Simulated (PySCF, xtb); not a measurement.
B(F)(Cl)(vinyl) (C₂H₃BClF), SMILES C=CB(F)Cl. Atoms are numbered in the order given.

```xyz
8

B      0.5249     0.1708     0.0000
F      1.6706     0.8376     0.0000
Cl    -0.9563     1.1292     0.0000
C      0.5115    -1.3817     0.0000
C     -0.6212    -2.0984     0.0000
H      1.4745    -1.9077     0.0000
H     -0.6187    -3.1943     0.0000
H     -1.6004    -1.6063     0.0000
```
Charge 0, spin multiplicity 1.

Geometry: ωB97X-D3(BJ)/def2-SVP. The values are those of a single conformer.

Computed with IEF-PCM-M06-2X/def2-SVP (PySCF).

The values are the electrostatic part of the solvation free energy, E(continuum) − E(gas) at the gas-phase geometry, in a cavity of scaled van der Waals radii (PySCF's table); cavitation and dispersion terms are not included. In vacuum the orbital gap is 8.91 eV. The dipole moment in vacuum is 1.99 D.

```csv
solvent,ε,ΔG(elec) (kcal/mol),dipole (D),gap (eV)
water,78.36,-2.0,2.43,8.88
benzene,2.27,-0.9,2.20,8.90
ethylethanoate,5.99,-1.5,2.34,8.88
```

For comparison, GFN2-xTB/ALPB(water) (xtb, at the GFN2-xTB geometry, all terms of that model) gives -2.0 kcal/mol.
